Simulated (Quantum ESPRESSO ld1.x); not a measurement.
Q: The palladium ion Pd26+, 20 electrons, occupied as [Ar] 3d2 (the NIST ground configuration). Method: Dirac Kohn-Sham, relativistic LDA (MacDonald-Vosko exchange, VWN5 correlation), spin-unpolarised, spherical densities, point nucleus; open shells fill j = l - 1/2 first; computed with ld1.x of Quantum ESPRESSO 7.5. Some entries of the table are withheld. Estimate them.

orbital,occ.,eigenvalue (hartree),r(max) (bohr)
1s1/2,2,-924.923,0.02073
2s1/2,2,-170.672,0.1170
2p1/2,2,-161.784,0.09046
2p3/2,4,-155.916,0.09458
3s1/2,2,(1),0.3263
3p1/2,2,(2),0.3100
3p3/2,4,(3),0.3181
3d3/2,2,-48.7444,(4)
3d5/2,0,-48.4592,(5)

A: 
(1) 3s1/2 eigenvalue (hartree): -58.6720
(2) 3p1/2 eigenvalue (hartree): -55.3546
(3) 3p3/2 eigenvalue (hartree): -54.0727
(4) 3d3/2 r(max) (bohr): 0.2541
(5) 3d5/2 r(max) (bohr): 0.2563
